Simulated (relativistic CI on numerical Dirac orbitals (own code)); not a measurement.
Mo³⁺: 3d photoemission

Computed with this model: Dirac-Coulomb-Breit CI, KLI orbitals optimised for each configuration, QED by a radiative potential, valence Slater integrals scaled by 0.8, multiplet model of photoemission in the sudden approximation; configurations [Kr] 4d3 → [Ar] 3d9 4s2 4p6 4d3; 300 K; Lorentzian 0.3 eV and Gaussian 0.5 eV FWHM. Energies are those of the free ion, without screening or charge transfer. The energies are binding energies and can lie tens of eV above those of solids. S is read from ⟨S²⟩ = S(S + 1).

Field parameters in Wybourne normalisation: D4h B²₀ = −7Ds, B⁴₀ = 21(Dq − Dt), B⁴₄ = 21√(5/14) Dq; Oh B⁴₀ = 21Dq, B⁴₄ = √(5/14) B⁴₀; Td as Oh with Dq negative (B⁴₀ = 21Dq, B⁴₄ = √(5/14) B⁴₀). The field is a parameter set, without covalency.

Computed curve for Td, 10Dq = -14150 cm⁻¹, scaled to 100 at the maximum (points under 2 are left out and the grid is thinned):

| Energy (eV) | Intensity |
| --- | --- |
| 268.8 | 2.0 |
| 269.1 | 2.9 |
| 269.3 | 3.9 |
| 269.6 | 7.5 |
| 269.8 | 14.2 |
| 270.1 | 37.2 |
| 270.3 | 57.5 |
| 270.6 | 87.7 |
| 270.8 | 100.0 |
| 271.1 | 87.0 |
| 271.3 | 64.5 |
| 271.6 | 32.8 |
| 271.8 | 20.4 |
| 272.1 | 12.0 |
| 272.3 | 10.1 |
| 272.6 | 11.0 |
| 272.8 | 12.9 |
| 273.1 | 15.8 |
| 273.3 | 20.3 |
| 273.6 | 38.4 |
| 273.8 | 54.0 |
| 274.1 | 62.2 |
| 274.3 | 52.4 |
| 274.6 | 32.2 |
| 274.8 | 21.7 |
| 275.1 | 12.6 |
| 275.3 | 9.2 |
| 275.6 | 6.0 |
| 275.8 | 4.8 |
| 276.1 | 3.7 |
| 276.3 | 3.1 |
| 276.6 | 2.5 |
| 276.8 | 2.2 |
| 280.4 | 2.8 |
| 280.6 | 4.7 |
| 280.9 | 4.6 |
| 281.1 | 2.9 |
| 281.5 | 2.0 |
| 281.7 | 2.3 |
| 282.0 | 2.1 |

The ground state has S = 0.85, and the centroid lies at 272.48 eV.
